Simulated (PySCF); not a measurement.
One of the candidates below gave these computed data.

All candidates are C7H12NP.

- Rotational structure: rotational constants A, B, C: 1.841, 1.294, 0.820 GHz [PBE0-D3(BJ)/def2-SVP]
- 13C NMR: chemical shifts (computed TMS as zero) by class: 161.2 (1 C), 150.5 (1 C), 146.5 (1 C), 144.0 (1 C), 16.6 (1 C), 15.9 (1 C), 12.3 (1 C) ppm [GIAO CAM-B3LYP/pcSseg-1]
- Polarisability: 117.3 au [wB97X-D/def2-SVPD]
- Triplet: lowest triplet excitation (Tamm–Dancoff): 2.75 eV [TDA wB97X-D/def2-SVPD]
- Valence photoelectron: vertical ionisation energy: 7.57 eV [ΔSCF wB97X-D/def2-SVPD]
- 1H NMR: chemical shifts (computed TMS as zero) by class: 6.14 (1 H), 2.09 (3 H), 2.03 (3 H), 1.88 (3 H), 0.94 (2 H) ppm [GIAO CAM-B3LYP/pcSseg-1]
- UV, strongest line: among the 10 lowest singlet transitions: S8 at 6.92 eV (179 nm, f = 0.135) [TDDFT wB97X-D/def2-SVPD]
- NMR, other nuclei: isotropic shieldings of nuclei other than C and H, by class: 245 (1 N), 265 (1 P) ppm [GIAO CAM-B3LYP/pcSseg-1]
- UV, first state: lowest singlet excitation: 4.10 eV (303 nm, f = 0.049) [TDDFT wB97X-D/def2-SVPD]

Electronic properties: PySCF, gas phase, density fitting. Levels stand in brackets. The structure is a single PBE0-D3(BJ)/def2-SVP conformer in the gas phase; no vibrational or solvent corrections. NMR values are class means; diastereotopic atoms form classes of their own.

Question: Which candidate is it?
A. `Cc1cc(C)p(N)c1C`
B. `Cc1cn(C(C)C)cp1`
C. `CCc1cn(CC)cp1`

Answer: A. It is `Cc1cc(C)p(N)c1C`. Numbering: `[CH3:1][c:2]1[cH:3][c:4]([CH3:5])[p:6]([NH2:7])[c:8]1[CH3:9]`. 7 carbons fall into 7 classes; from least to most shielded: unsaturated ring carbon [C4] (161.2 ppm), unsaturated ring carbon [C8] (150.5 ppm), unsaturated ring carbon [C2] (146.5 ppm), unsaturated ring CH carbon [C3] (144.0 ppm), carbon bonded to C and 3 H [C5] (16.6 ppm), carbon bonded to C and 3 H [C1] (15.9 ppm), carbon bonded to C and 3 H [C9] (12.3 ppm). Hydrogen classes from least to most shielded: 1 H on an unsaturated ring CH carbon, C3 (6.14 ppm), 3 H on a carbon bonded to C and 3 H, C5 (2.09 ppm), 3 H on a carbon bonded to C and 3 H, C9 (2.03 ppm, a mean of values up to 0.5 ppm apart in this geometry), 3 H on a carbon bonded to C and 3 H, C1 (1.88 ppm), 2 H on a nitrogen bonded to P and 2 H, N7 (0.94 ppm, a mean of values up to 0.6 ppm apart in this geometry). The other shieldings belong to: 245 ppm, nitrogen bonded to P and 2 H [N7]; 265 ppm, ring phosphorus [P6]. The first electron is taken from the HOMO, whose largest Löwdin shares are 0.24 on an unsaturated ring carbon, 0.20 on an unsaturated ring carbon, 0.18 on an unsaturated ring carbon and 0.12 on the unsaturated ring CH carbon. The optimised geometry has point group C1 and is an asymmetric top.

The others, at the same levels:
- `CCc1cn(CC)cp1` fails: its computed lowest singlet excitation is 5.43 eV (228 nm, f = 0.123) (against 4.10 eV), vertical ionisation energy is 7.97 eV (against 7.57 eV) and lowest triplet excitation (Tamm–Dancoff) is 3.60 eV (against 2.75 eV).
- `Cc1cn(C(C)C)cp1` fails: its computed lowest singlet excitation is 5.44 eV (228 nm, f = 0.125) (against 4.10 eV), vertical ionisation energy is 7.91 eV (against 7.57 eV) and lowest triplet excitation (Tamm–Dancoff) is 3.61 eV (against 2.75 eV).

Each candidate is one conformer, not necessarily the lowest. Dipoles, sizes and rotational constants follow the conformer. The torsions of the flexible species, by atom-mapped SMILES:
- `[CH3:1][c:2]1[cH:3][c:4]([CH3:5])[p:6]([NH2:7])[c:8]1[CH3:9]`: H–N7–P6–C4 109°, H–N7–P6–C4 -34°
- `[CH3:1][CH2:2][c:3]1[cH:4][n:5]([CH2:6][CH3:7])[cH:8][p:9]1`: C1–C2–C3–C4 -108°, C4–N5–C6–C7 86°
- `[CH3:1][c:2]1[cH:3][n:4]([CH:5]([CH3:6])[CH3:7])[cH:8][p:9]1`: C3–N4–C5–C6 -64°
